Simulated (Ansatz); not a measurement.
Basis-set series for C$_{2}$H$_{5}$AlBrCl (`C[CH2][Al]([Cl])[Br]`). The species carries charge 0 and has multiplicity 1. The structure was optimised at the PBE0-D4/def2-TZVP level. It is one conformer, not always the lowest.

| functional | basis | functions | energy (Eh) | HOMO (eV) | LUMO (eV) |
| --- | --- | --- | --- | --- | --- |
| PBE0-D4 | def2-SVP | 121 | -3354.91465 | -8.19 | -0.92 |
| PBE0-D4 | def2-TZVPP | 264 | -3355.55618 | -8.23 | -1.00 |
| ωB97M-V | def2-SVP | 121 | -3355.34070 | -10.35 | 0.81 |
| ωB97M-V | def2-TZVPP | 264 | -3355.98362 | -10.41 | 0.66 |

Problem. Give the rows for def2-QZVPP. (Best estimate.)

Solution. Ansatz gave: 
| functional | basis | functions | energy (Eh) | HOMO (eV) | LUMO (eV) |
| --- | --- | --- | --- | --- | --- |
| PBE0-D4 | def2-QZVPP | 493 | -3355.63424 | -8.25 | -1.03 |
| ωB97M-V | def2-QZVPP | 493 | -3356.05879 | -10.42 | 0.53 |

Positive LUMOs are unbound and depend on the basis. Scalar relativity is left out up to krypton.
